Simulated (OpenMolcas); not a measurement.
## Lines of Ar2+: computed and rescaled rates

| Property | Result |
| --- | --- |
| Program | OpenMolcas 26.06 |
| Method | SS-CASPT2, IPEA 0.25 Eh, imaginary shift 0.1 Eh (closed shells correlated: 2s 2p) |
| Basis | ANO-RCC-VTZP [5s4p2d1f] |
| Scalar Hamiltonian | DKH2, point nucleus |
| Active space | 6 electrons in 4 orbitals (3s 3p) |
| State averaging | 2S+1 = 3 even, 3 roots; 2S+1 = 1 even, 6 roots kept (CI in the orbitals of an earlier block); 2S+1 = 3 odd, 3 roots; 2S+1 = 1 odd, 3 roots kept (CI in the orbitals of an earlier block) |
| Spin-orbit coupling | state interaction with AMFI integrals over the reference wave functions, term energies averaged over their components |

Rates come from the transition moments of the reference wave functions (E1 and E2 in the length form). At fixed line strength A goes as λ^-3 for E1 and M1 and as λ^-5 for E2, so a rate at the computed wavelength can be rescaled to the measured one. Measured vacuum wavelengths follow from level energies in Saloman, J. Phys. Chem. Ref. Data 39, 033101 (2010). Branching counts decays inside the model space alone, at computed energies, and the table is only a selection of the E2 and M1 lines, drawn from those between levels with measured partners whose computed energy lies within a factor of 1.5 of the measured one.

```json
{"Upper": "3s2 3p4 3P0", "Lower": "3s2 3p4 3P1", "Type": "M1", "λ computed (nm)": "22770", "λ measured (nm)": "21830", "A computed (s-1)": "4.58e-03", "A rescaled (s-1)": "5.20e-03", "Branching %": "100.0"}
{"Upper": "3s2 3p4 3P1", "Lower": "3s2 3p4 3P2", "Type": "M1", "λ computed (nm)": "9680", "λ measured (nm)": "8991", "A computed (s-1)": "2.48e-02", "A rescaled (s-1)": "3.09e-02", "Branching %": "100.0"}
{"Upper": "3s2 3p4 1D2", "Lower": "3s2 3p4 3P1", "Type": "M1", "λ computed (nm)": "738.7", "λ measured (nm)": "775.3", "A computed (s-1)": "7.92e-02", "A rescaled (s-1)": "", "Branching %": "21.0"}
{"Upper": "3s2 3p4 1D2", "Lower": "3s2 3p4 3P2", "Type": "M1", "λ computed (nm)": "686.3", "λ measured (nm)": "713.8", "A computed (s-1)": "2.95e-01", "A rescaled (s-1)": "", "Branching %": "78.5"}
{"Upper": "3s2 3p4 1S0", "Lower": "3s2 3p4 1D2", "Type": "E2", "λ computed (nm)": "524.7", "λ measured (nm)": "519.3", "A computed (s-1)": "2.78e+00", "A rescaled (s-1)": "2.93e+00", "Branching %": "43.9"}
{"Upper": "3s2 3p4 1S0", "Lower": "3s2 3p4 3P1", "Type": "M1", "λ computed (nm)": "306.8", "λ measured (nm)": "311", "A computed (s-1)": "3.51e+00", "A rescaled (s-1)": "", "Branching %": "55.6"}
{"Upper": "3s2 3p4 1S0", "Lower": "3s2 3p4 3P2", "Type": "E2", "λ computed (nm)": "297.4", "λ measured (nm)": "300.6", "A computed (s-1)": "3.35e-02", "A rescaled (s-1)": "", "Branching %": "0.5"}
```

Spin-changing lines and M1 lines between different terms are not rescaled, since their strength hangs on the term gaps too.

The largest correction is for 3s2 3p4 3P1 → 3s2 3p4 3P2 (M1): 2.48e-02 × (9680 / 8991)^3 = 3.09e-02 s-1, a factor of 1.25.

The computed rate and branching of 3s2 3p4 3P1 → 3s2 3p4 3P2 give the upper level a radiative lifetime of 1.000 / 2.48e-02 s-1 = 4.03e+01 s, counting decays inside the model space alone. The rescaled rate gives about 3.2e+01 s.

No measured rate stands beside these. Rescaling mends the energy factor alone: line strengths can still be far off where a level mixes with configurations outside the active space, and weak or spin-changing lines hang on small mixing coefficients that depend on the term gaps too, so rescaling need not improve them.

Term energies are means over components that CASPT2 splits; among the terms shown or strongly mixed into the levels shown the widest spread is 160 cm-1 (3s2 3p4 1D). Over all roots computed the reference weight is 0.87 to 0.96; the roots of lowest weight are the least certain, and an intruder state may touch them. Terms from blocks run as CI alone lack orbitals of their own. Measured partners are found by configuration, term and J. A level has none where our copy of the source lacks it or the pairing is in doubt (some pairs that miss far off the trend of their configuration count as doubtful). Only configurations of the active space appear.
